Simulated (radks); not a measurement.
Task: The table gives one normalised radial function P(r) = r R(r) (large component) of Ta2+ in [Xe] 4f14 5d(3/2: 2, 5/2: 0) 6s1 (r in bohr). All-electron calculation, Dirac Kohn-Sham, BLYP, spin-unpolarised, spherical densities, finite nucleus; Fermi nuclear charge, rms radius 5.3507 fm. Program: a radial shooting solver on a logarithmic mesh with Libxc functionals.

| r | P |
|---|---|
| 0.001977 | 0.1010 |
| 0.002283 | 0.1111 |
| 0.002658 | 0.1222 |
| 0.003095 | 0.1337 |
| 0.003603 | 0.1453 |
| 0.004194 | 0.1565 |
| 0.004883 | 0.1669 |
| 0.005639 | 0.1753 |
| 0.006564 | 0.1818 |
| 0.007642 | 0.1849 |
| 0.008897 | 0.1834 |
| 0.01036 | 0.1758 |
| 0.01196 | 0.1616 |
| 0.01392 | 0.1380 |
| 0.01621 | 0.1043 |
| 0.01887 | 0.0599 |
| 0.02197 | 0.0052 |
| 0.02537 | -0.0545 |
| 0.02954 | -0.1223 |
| 0.03439 | -0.1889 |
| 0.04003 | -0.2459 |
| 0.0466 | -0.2824 |
| 0.05382 | -0.2878 |
| 0.06266 | -0.2528 |
| 0.07294 | -0.1706 |
| 0.08492 | -0.0444 |
| 0.09886 | 0.1106 |
| 0.1151 | 0.2656 |
| 0.1329 | 0.3767 |
| 0.1547 | 0.4164 |
| 0.1801 | 0.3464 |
| 0.2097 | 0.1626 |
| 0.2441 | -0.1015 |
| 0.2819 | -0.3619 |
| 0.3282 | -0.5613 |
| 0.3821 | -0.6041 |
| 0.4448 | -0.4512 |
| 0.5178 | -0.1261 |
| 0.598 | 0.2699 |
| 0.6962 | 0.6794 |
| 0.8105 | 0.9845 |
| 0.9436 | 1.1259 |
| 1.098 | 1.0958 |
| 1.269 | 0.9437 |
| 1.477 | 0.7139 |
| 1.719 | 0.4775 |
| 2.002 | 0.2812 |
| 2.33 | 0.1443 |
| 2.713 | 0.0637 |
| 3.133 | 0.0250 |
| 3.647 | 0.0077 |
| 4.246 | 0.0019 |
| 4.943 | 0.0004 |
| 5.754 | 0.0001 |
| 6.645 | 0.0000 |
| 7.736 | 0.0000 |
| 9.006 | 0.0000 |

Which n and l does it have? It may be an empty orbital.

Result: n = 5, l = 0: the number of nodes gives n - l - 1 = 4, the rise at small r points to l (this Dirac orbital starts outside the nucleus as r^gamma with gamma = sqrt((l + 1)^2 - (Z/c)^2) = 0.85; the j = 1/2 orbital of l + 1 starts with the same power, but with a smaller coefficient, and then steepens), and the extent must fit the shell. The curve is that of 5s1/2. 5s1/2: eigenvalue -90.825 eV, 4 radial nodes at r = 0.0223, 0.0889, 0.231, 0.543 bohr, <r> = 1.10 bohr, 90 % of the charge inside 1.58 bohr.
